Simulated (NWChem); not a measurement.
**Ionisation of H2Ge**

```
Ge
H 1 1.6055
H 1 1.6055 2 90.73
```
Charge 0, spin multiplicity 1.

Program: NWChem. Structure: optimised with B3LYP/def2-SVP, a minimum by its harmonic frequencies.

Basis set: def2-TZVP. The species with one electron less has spin multiplicity 2 and keeps the geometry of the parent. Δ marks differences of total energies (open shells unrestricted). −ε marks an orbital energy of the parent. That orbital need not have the symmetry of the hole or added electron in the Δ rows.

The Hamiltonian is non-relativistic. B3LYP has NWChem's definition, with VWN1-RPA local correlation. The structure started from a generated list of species. The stability of the SCF solutions was not checked.

Q: For the first vertical ionisation energy, G0W0@LDA (SVWN5) gives 9.09 eV and evGW@PBE0 gives 9.31 eV. What do ΔLDA (SVWN5), ΔPBE, −ε(HOMO) of HF give?

A: ΔLDA (SVWN5): 9.60 eV; ΔPBE: 9.41 eV; −ε(HOMO) of HF: 9.21 eV.
